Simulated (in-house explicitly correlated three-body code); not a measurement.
Computed with an exponentially correlated three-body code. Model: two electrons around a point charge, non-relativistic, variational in 260 exponentially correlated functions (energies converged to about 1e-7 hartree, or 1e-8 relative for large Z).

Command:
```bash
python run_hyl.py task.json out
```
Settings (lengths in bohr, energies in hartree):
```
Z                      3
screening              0.3
interaction_strength   1
functions              260
states_tried           13
```

Cost of the run: 40 s on 1 thread of Intel(R) Xeon(R) Platinum 8375C CPU @ 2.90GHz (Ice Lake), on a shared host.

**Those bound S and P states to n = 4 that converged, binding against the one-electron ion.**

Given: nuclear charge 3; Yukawa screening of all interactions 0.3 1/bohr.

Computed: one-electron threshold -3.66352228 hartree.

```
term  energy (hartree)  binding (eV)
1 1S       -5.88884626        60.554
2 3S       -3.85160341        5.1179
2 1S                 ?             ?
2 3P       -3.76345159        2.7192
2 1P        -3.7430674        2.1645
```

What belongs in the row 2 1S?

energy (hartree): -3.80013596; binding (eV): 3.7174.

**Converged states only, values per electron or pair (inverse distances are <exp(-kr)/r>).**

```csv
term,mean r (bohr),mean r squared (bohr²),mean inverse r (1/bohr),mean r12 (bohr),mean inverse r12 (1/bohr),mean cosine,mean p1 dot p2 (bohr⁻²),delta r1 (bohr⁻³),delta r12 (bohr⁻³)
1 1S,0.57867,0.45685,2.3925,0.87139,1.289,-0.042931,0.27948,6.7575,0.52144
2 3S,?,?,?,?,?,?,?,?,-
2 1S,1.8891,6.5444,1.4726,3.3222,0.2133,-0.010115,0.014493,4.3967,0.04432
2 3P,1.7119,5.5225,1.4675,2.9924,0.22707,-0.036953,-0.20106,4.2022,-
2 1P,1.8798,6.7857,1.4531,3.2972,0.20512,0.0057331,0.14887,4.2467,0.0055488
```

What belongs in the row 2 3S?

mean r (bohr): 1.663; mean r squared (bohr²): 4.9012; mean inverse r (1/bohr): 1.495; mean r12 (bohr): 2.8867; mean inverse r12 (1/bohr): 0.21391; mean cosine: -0.0096727; mean p1 dot p2 (bohr⁻²): 0.010954; delta r1 (bohr⁻³): 4.4422.

**Electric-dipole lines between converged S and P states, rate of the upper state's decay.**

```csv
s state,p state,p minus s (eV),oscillator strength from s,rate (1/s)
1 1S,2 1P,58.39,0.29905,1.4747e+10
2 1S,2 1P,1.5529,0.39143,1.3653e+07
2 3S,2 3P,2.3987,0.46462,3.8668e+07
```

**Static dipole response.**

```json
{"state": "1 1S", "polarisability (bohr³)": "0.20339"}
```
